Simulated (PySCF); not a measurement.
Cartesian coordinates (Å):
```xyz
6

N     -0.8439    -0.0575     0.0908
Si     0.7993    -0.0164    -0.4152
H     -1.4805     0.6871    -0.1415
H     -1.3269    -0.9321     0.2161
H      1.5345    -1.0301     0.3863
H      1.3176     1.3489    -0.1364
```
Charge 0, spin multiplicity 2.

What is the computed dipole moment, total energy and highest occupied spin orbital (CAM-B3LYP-D3(BJ)/def2-TZVP (PySCF 2.14.0))?


```yaml
dipole_moment: 1.58 D
total_energy: -346.6347 Ha
highest_occupied_spin_orbital: -6.49 eV
```
